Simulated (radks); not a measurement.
The numbers below are computed, except where a source is named.
The nuclear charge of neutral aluminium is varied continuously with 13 electrons held in [Ne] 3s2 3p1. Level of theory: scalar-relativistic Kohn-Sham, PBE, spin-polarised, spherical densities, point nucleus; open shells are filled with parallel spins first (a radial shooting solver on a logarithmic mesh with Libxc functionals). By the Hellmann-Feynman theorem dE/dZ = E(electron-nucleus)/Z, the electronic potential at the nucleus. The scalar-relativistic energy here is not variational (the density holds large components alone), so the two differ by a part that grows with Z.

| Z | E (hartree) | E(electron-nucleus)/Z (hartree) | HOMO | e(HOMO) (eV) | <r> HOMO (bohr) |
|---|---|---|---|---|---|
| 12.8 | -233.84982 | -43.7578 | 3p | -1.687 | 3.758 |
| 12.9 | -238.24855 | -44.2027 | 3p | -2.325 | 3.566 |
| 13 | -242.69177 | -44.6471 | 3p | -3.010 | 3.402 |
| 13.1 | -247.17942 | -45.0910 | 3p | -3.740 | 3.258 |
| 13.2 | -251.71147 | -45.5345 | 3p | -4.512 | 3.130 |
| 13.3 | -256.28787 | -45.9776 | 3p | -5.327 | 3.016 |
| 13.4 | -260.90859 | -46.4205 | 3p | -6.181 | 2.912 |
| 13.5 | -265.57361 | -46.8631 | 3p | -7.075 | 2.818 |
| 13.6 | -270.28290 | -47.3055 | 3p | -8.008 | 2.731 |
| 13.7 | -275.03645 | -47.7476 | 3p | -8.979 | 2.651 |
| 13.8 | -279.83423 | -48.1896 | 3p | -9.988 | 2.577 |
| 13.9 | -284.67622 | -48.6315 | 3p | -11.033 | 2.507 |
| 14 | -289.56242 | -49.0732 | 3p | -12.115 | 2.443 |

The central difference of E at Z = 13 is -44.654 hartree, to compare with the third column; the second derivative is -4.44 hartree.
